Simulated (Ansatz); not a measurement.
A made-up structure of SiH2SO2, singlet:

| atom | x (Å) | y (Å) | z (Å) |
| --- | --- | --- | --- |
| O1 | -1.8052 | 1.5173 | -0.7820 |
| Si2 | -0.1764 | 1.0716 | -0.6893 |
| O3 | 0.5366 | -0.3580 | 0.1708 |
| S4 | -0.4519 | -1.6270 | 1.1365 |
| H5 | 1.1320 | 1.8231 | -1.3514 |
| H6 | 0.7650 | -2.4270 | 1.5154 |

It is relaxed with PBE-D4/def2-SVP and then PBE0-D4/def2-TZVP (Ansatz 0.2.0). Atoms count as bonded within 1.22 times the sum of their covalent radii (H–H: 0.88 Å). The end point is not checked to be a true minimum.

Problem. Does its bonding change? (Judge from chemistry; the calculation decides.)

Solution. Computed: No: no bond forms or breaks.

Where it ends: The first stage lowers the energy by 1.30 eV in 7 steps. It ends as SiH₂SO₂ ([O][SiH][O][SH]):
O1  (-1.612, 1.354, -0.697)
Si2  (-0.157, 0.957, -0.616)
O3  (0.479, -0.320, 0.152)
S4  (-0.404, -1.452, 1.014)
H5  (1.011, 1.628, -1.207)
H6  (0.682, -2.167, 1.353)
(Å)

Labels in which every atom is bracketed show which atoms are joined, not bond orders.

For scale, one of the runs: PBE0-D4/def2-TZVP relaxation, 148 basis functions, launched by `ansatz run in.yaml --threads 2 --pin off --events-out ev --progress --plain --max-ram 4352MiB`. Hardware: 2 CPU threads of an Arm Neoverse V2, shared host. Wall time about 22 s.
